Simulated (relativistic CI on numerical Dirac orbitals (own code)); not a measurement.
# Sensitivity of the levels of Bi56+ to α and to the nuclear radius

Method of calculation: Dirac-Coulomb-Breit CI, separate exchange-only KLI orbitals for each configuration, derivatives by finite differences, unscaled Slater integrals, QED left out (own radial code, finite nucleus).

Configuration list (outside the closed core [Ne]): 3s2 3p6 3d9, 3s2 3p5 3d10, 3s 3p6 3d10, 3s2 3p6 3d8 4s, 3s2 3p6 3d8 4p, 3s2 3p4 3d10 4s, 3s2 3p6 3d8 4d, 3s2 3p4 3d10 4p. Levels of other configurations are missing.

With x = (α/α₀)² − 1 an excitation energy changes as ω = ω₀ + qx; K = 2q/ω₀ is the relative enhancement. Terms are leading LS components, so labels can repeat. The field-shift factor is F = δν/δ⟨r²⟩ for the transition from the lowest level.

Lowest level 3s2 3p6 3d9 2D_5/2.

| Level | ω₀ (cm⁻¹) | q (cm⁻¹) | F (GHz/fm²) |
| --- | --- | --- | --- |
| 3s2 3p6 3d9 2D_3/2 | 935034 | 953700 | 40.3 |
| 3s2 3p5 3d10 2P°_3/2 | 4571534 | 1.167e+06 | 96.7 |
| 3s2 3p5 3d10 2P°_1/2 | 8999909 | 6.941e+06 | -1330 |
| 3s 3p6 3d10 2S_1/2 | 11379706 | 7.518e+06 | -17300 |
| 3s2 3p6 3d8 4s 4F_9/2 | 17383969 | -2.979e+06 | 6430 |
| 3s2 3p6 3d8 4s 2F_7/2 | 17413156 | -2.974e+06 | 6420 |
| 3s2 3p6 3d8 4s 2D_5/2 | 17477364 | -2.973e+06 | 6430 |
| 3s2 3p6 3d8 4s 2D_3/2 | 17492039 | -2.968e+06 | 6430 |
| 3s2 3p6 3d8 4s 2S_1/2 | 17673420 | -2.948e+06 | 6430 |
| 3s2 3p6 3d8 4s 4F_7/2 | 18311739 | -2.016e+06 | 6470 |
| 3s2 3p6 3d8 4s 4F_5/2 | 18319923 | -2.012e+06 | 6470 |
| 3s2 3p6 3d8 4p 4D°_7/2 | 18355172 | -2.757e+06 | 830 |
| 3s2 3p6 3d8 4p 2G°_9/2 | 18366402 | -2.761e+06 | 830 |

At this charge energies of transitions that change n are usually good to better than 1 %, and those within a shell (Δn = 0) to a few per cent.

Which transition from the lowest level has the largest |K|?

3s2 3p6 3d9 2D_3/2 at 935034 cm⁻¹, K = 2.04.
